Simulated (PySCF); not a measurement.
NMR data simulated for an unnamed compound:

$^{1}$H NMR (600 MHz, computed): δ 7.17 (m, 1H), 6.98 (m, 1H), 6.88 (m, 1H), 6.72 (m, 1H), 5.88 (m, 1H), 5.86 (m, 1H), 5.22 (d, 1H).

$^{13}$C{$^{1}$H} NMR (computed): δ 157.6 (CH), 150.1 (CH), 145.3 (CH), 137.9 (CH), 132.8 (CH2), 121.6 (C), 103.2 (CH).

No solvent, one conformer, non-relativistic Hamiltonian. GFN2-xTB geometry; σ from GIAO-PBE0/pcSseg-1; PySCF 2.14.0 with density-fitted response routines.

δ = σ(ref) − σ, references computed at the same level: $^{1}$H (σ = 31.72 ppm), $^{13}$C (σ = 186.93 ppm) against TMS.

Which of these does the molecule contain: a nitrile, a (CH3)2CH unit, a three-membered ring, a CF3 group, a vinyl group CH=CH2, a non-aromatic C=C double bond?

Answers


- A nitrile: yes (δC 121.6).
- A (CH3)2CH unit: no.
- A three-membered ring: no.
- A CF3 group: no.
- A vinyl group CH=CH2: yes (δC 132.8, 145.3; δH 5.86 (m), 5.88 (m), 6.88 (m)).
- A non-aromatic C=C double bond: yes.

The data belong to `C=C/C=C/C=C\C#N`, C7H7N; they needn't prove each group on their own.

Carbon signals by region: 7 in the sp2 and nitrile region (100–160 ppm).

Shifts are as computed. Against solution values, carbons near 30 ppm lie about +3 ppm off and those near 130 ppm about +5 ppm (rms about the fit 2.1 ppm; single classes can miss by 10 ppm). Of 1328 compounds with measured shifts, 309 miss one by over three times the rms of a fit or turn the order of signals round; such compounds aren't used in these exercises. Signals without a measured value on file couldn't be tested in this way; 1H shifts scatter by 0.2 ppm about their fit, and single ones miss by 0.5 ppm. Multiplicities follow the n + 1 count of equivalent neighbours, as no J values were calculated; m marks all less simple cases, F and P coupling included.
